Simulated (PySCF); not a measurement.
C4H7FSi, SMILES [SiH2](C)C(F)=C=C.

Geometry optimised at PBE-D3(BJ)/def2-SVP. The structure was generated by enumeration, and PubChem lists no compound with its InChIKey, so it may never have been made. The values are those of a single conformer.

These are PBE-D3(BJ)/def2-SVP (PySCF) values and carry that method's errors.

Frequencies are harmonic and unscaled.

```csv
mode,ν (cm⁻¹),IR (km/mol),moving atoms (share of kinetic energy)
1,47,0.9,"C 48 %, H 28 %, F 15 %, Si 9 %"
2,107,0.6,"C 41 %, H 32 %, F 15 %, Si 12 %"
3,139,0.2,"C 41 %, H 33 %, F 16 %, Si 10 %"
4,160,0.2,"H 78 %, C 10 %"
5,240,2.1,"C 47 %, H 25 %, F 24 %"
6,276,4.1,"C 45 %, F 23 %, H 20 %, Si 11 %"
7,405,1.2,"C 63 %, H 33 %"
8,463,24.2,"C 47 %, Si 34 %, H 13 %"
9,480,7.7,"H 82 %, Si 10 %, C 8 %"
10,625,0.5,"H 79 %, C 17 %"
11,628,3.6,"C 47 %, H 27 %, F 23 %"
12,668,16.0,"H 60 %, C 17 %, F 16 %"
13,679,1.9,"H 46 %, C 38 %, Si 16 %"
14,726,57.1,"H 57 %, C 23 %, Si 20 %"
15,852,10.1,"H 75 %, C 22 %"
16,854,66.9,"H 76 %, C 21 %"
17,865,246.2,"H 79 %, C 11 %, Si 10 %"
18,906,69.5,H 95 %
19,957,0.1,"H 65 %, C 35 %"
20,1071,142.6,"C 74 %, F 21 %"
21,1211,26.3,"H 65 %, C 33 %"
22,1217,12.6,"H 49 %, C 47 %"
23,1380,5.4,H 96 %
24,1386,2.3,H 96 %
25,1402,12.1,"H 60 %, C 39 %"
26,2004,13.8,C 99 %
27,2154,108.5,H 97 %
28,2176,83.8,H 96 %
29,2980,2.3,H 97 %
30,3042,3.6,H 95 %
31,3084,1.4,"H 91 %, C 9 %"
32,3086,1.8,"H 91 %, C 9 %"
33,3124,0.3,"H 89 %, C 11 %"
```
